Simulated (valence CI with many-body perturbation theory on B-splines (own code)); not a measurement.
# Rb²²⁺: calculated level list

Calculated by valence CI with perturbative core correlation (CI+MBPT): five valence electrons over a frozen Dirac-Fock core [Ne], radial functions for each j: 9 s, 9 p, 8 d, 6 f, 3 g, 1 h, with the one-electron correlation potential Σ1 (screened to all orders), the two-electron term Σ2, the three-electron term Σ3, Breit, model QED; selected single and double excitations, second order for the rest (own B-spline code, finite nucleus).

No measured spectrum was set against this ion. As an estimate, levels of excited configurations hold to 0.05 to 0.15 % of their energy, terms of the ground configuration to about 0.5 %. Among the levels kept, up to 460 cm⁻¹ of a level comes from second order outside the variational space, and about a tenth of that is noise between levels of different J, which matters for small intervals.

Levels 1 to 45 of 47, with energies above the lowest level, 3s2 3p3 4S°_3/2. "Leading %" is the weight of the configuration and term that name the level; weights of strongly mixed levels are sums over their largest components and can fall short.

```csv
No.,Configuration,Term,J,E (cm⁻¹),Leading %,Second component,g
1,3s2 3p3,4S°,3/2,0,63,24 % 3s2 3p3 2P°,1.706
2,3s2 3p3,2D°,3/2,86995,61,26 % 3s2 3p3 4S°,1.179
3,3s2 3p3,2D°,5/2,118690,98,,1.198
4,3s2 3p3,2P°,1/2,166660,97,,0.663
5,3s2 3p3,2P°,3/2,241680,63,26 % 3s2 3p3 2D°,1.244
6,3s 3p4,4P,5/2,544350,81,8 % 3s2 3p2 3d 4P,1.561
7,3s 3p4,4P,3/2,601880,73,9 % 3s2 3p2 3d 4P,1.612
8,3s 3p4,4P,1/2,614960,74,14 % 3s 3p4 2S,2.561
9,3s 3p4,2D,3/2,677420,47,13 % 3s 3p4 4P,0.999
10,3s 3p4,2D,5/2,707640,67,20 % 3s2 3p2 3d 2D,1.231
11,3s2 3p2 3d,4F,3/2,748200,44,17 % 3s 3p4 2D,0.747
12,3s2 3p2 3d,2P,3/2,767620,35,29 % 3s2 3p2 3d 4F,1.016
13,3s 3p4,2P,1/2,770960,27,25 % 3s 3p4 2S,1.157
14,3s2 3p2 3d,4F,5/2,776930,56,25 % 3s2 3p2 3d 4D,1.131
15,3s2 3p2 3d,2F,5/2,811600,66,22 % 3s2 3p2 3d 4F,0.941
16,3s2 3p2 3d,4F,7/2,824220,83,8 % 3s2 3p2 3d 4D,1.231
17,3s2 3p2 3d,4D,1/2,828850,69,16 % 3s 3p4 2S,0.536
18,3s2 3p2 3d,2F,7/2,836780,51,41 % 3s2 3p2 3d 4D,1.244
19,3s2 3p2 3d,4D,3/2,845340,71,11 % 3s2 3p2 3d 4F,1.119
20,3s2 3p2 3d,4F,9/2,857470,75,23 % 3s2 3p2 3d 2G,1.280
21,3s2 3p2 3d,4D,5/2,869880,49,24 % 3s2 3p2 3d 2F,1.205
22,3s2 3p2 3d,2P,1/2,877520,27,26 % 3s 3p4 2S,1.075
23,3s2 3p2 3d,2G,7/2,920390,47,27 % 3s2 3p2 3d 4D,1.109
24,3s 3p4,2P,3/2,929750,42,27 % 3s2 3p2 3d 2P,1.202
25,3s2 3p2 3d,4P,5/2,940400,65,9 % 3s2 3p2 3d 4D,1.501
26,3s2 3p2 3d,2F,7/2,951670,41,34 % 3s2 3p2 3d 2G,1.117
27,3s2 3p2 3d,4P,3/2,954620,53,24 % 3s2 3p2 3d 2P,1.523
28,3s2 3p2 3d,4P,1/2,960810,55,15 % 3s2 3p2 3d 2S,2.196
29,3s2 3p2 3d,2G,9/2,975100,75,23 % 3s2 3p2 3d 4F,1.161
30,3s2 3p2 3d,2D,3/2,981460,69,13 % 3s2 3p2 3d 4P,0.968
31,3s2 3p2 3d,2D,5/2,1012800,68,23 % 3s2 3p2 3d 2F,1.120
32,3s2 3p2 3d,2P,1/2,1013800,36,35 % 3s 3p4 2P,1.063
33,3s2 3p2 3d,2P,1/2,1043100,74,14 % 3s2 3p2 3d 2S,0.919
34,3s2 3p2 3d,2D,3/2,1044400,57,14 % 3s 3p4 2D,0.975
35,3s2 3p2 3d,2D,5/2,1049000,39,39 % 3s2 3p2 3d 2F,1.107
36,3s2 3p2 3d,2D,5/2,1071700,85,6 % 3s2 3p2 3d 4D,1.196
37,3s2 3p2 3d,2F,7/2,1084600,91,5 % 3s2 3p2 3d 2G,1.130
38,3s2 3p2 3d,2P,3/2,1103600,66,14 % 3s2 3p2 3d 2D,1.225
39,3s2 3p2 3d,2S,1/2,1116300,49,14 % 3s 3p4 2S,1.815
40,3s2 3p2 3d,2D,3/2,1148100,86,5 % 3s2 3p2 3d 2P,0.857
41,3s2 3p2 3d,2D,5/2,1155300,60,31 % 3s2 3p2 3d 2F,1.102
42,3s 3p3 3d,6D°,1/2,1212200,91,7 % 3s 3p3 3d 4P°,3.247
43,3s 3p3 3d,6D°,3/2,1213700,88,4 % 3s 3p3 3d 4P°,1.807
44,3s 3p3 3d,6D°,5/2,1215400,85,5 % 3s 3p3 3d 4D°,1.601
45,3s 3p3 3d,6D°,7/2,1218900,83,7 % 3s 3p3 3d 4D°,1.543
```

Names give the largest LS component (configuration and term), which can be under half, so a name can repeat, a term be missing and a line seem to break the LS rules; names also repeat where a configuration has a term twice.

The ionisation energy to 3s2 3p2 3P_0 of the next ion comes out as 1014.7 eV (NIST: 1024 ± 4 eV (semi-empirical), further off than twice its uncertainty). All 47 levels together are meant to be complete up to 1279500 cm⁻¹.
